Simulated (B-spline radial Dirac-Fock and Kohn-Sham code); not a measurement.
**Tl³⁺ 3p1/2: cross section and angular parameters**

System: the Tl³⁺ ion, 1s2 2s2 2p6 3s2 3p6 3d10 4s2 4p6 4d10 4f14 5s2 5p6 5d10; threshold 3441.3 eV (orbital energy of the model). Level of theory: Dirac-Hartree-Slater photoionisation with a Latter tail; cross sections with all multipoles, angular parameters from the dipole term and its interference with E2; a radial finite-basis atomic code.

```
hν (eV)  σ (kb)      β      γ      δ
   4000    27.6  1.193  0.557  0.101
   4060    27.0  1.226  0.538  0.090
   4470    23.7  1.376  0.369  0.042
 5414.7       ?      ?      ?      ?
   7750    9.44  1.592  0.042  0.000
 9251.7    6.66  1.591  0.181  0.002
  10200    5.45  1.584  0.287  0.005
  10900    4.74  1.577  0.369  0.007
  13600    2.93  1.546  0.692  0.017
  15000    2.34  1.528  0.855  0.023
```

Task: Give the values at Cr Kα (5414.7 eV).

Result: σ = 17.7 kb, β = 1.517, γ = 0.092, δ = 0.008.

Values without a named source are computed, but for edge energies of neutral atoms, which are taken from tables.
